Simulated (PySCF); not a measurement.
Computed shifts of a molecule CH8O2Si3, PySCF with PBE/pcSseg-1, GIAO, gas phase, atoms alike by connectivity averaged where their shifts nearly agree, in ppm (number of nuclei): ¹³C: 4.9 (1). ²⁹Si: 42.8 (1), 33.5 (1), 8.8 (1). ¹H: 6.57 (1), 6.36 (1), 6.25 (2), 0.90 (1), 0.84 (3). References: ¹³C against TMS (σ = 182.0 ppm); ²⁹Si against TMS (σ = 335.4 ppm); ¹⁷O against H2O (σ = 334.3 ppm); ¹H against TMS (σ = 31.49 ppm), references at their B3LYP-D3(BJ)/def2-TZVP geometries, non-relativistic. Geometry: B3LYP-D3(BJ)/def2-SVP. The values are those of a single conformer.

Which structure fits?
(A) O[Si@@H]1C[SiH2][SiH2]O1
(B) O=C([SiH3])[SiH2][SiH2]O
(C) C[Si@H]1O[SiH2][Si@@H]1O
(D) O[Si@@H]1C[SiH2][Si@H]1O

C, C[Si@H]1O[SiH2][Si@@H]1O
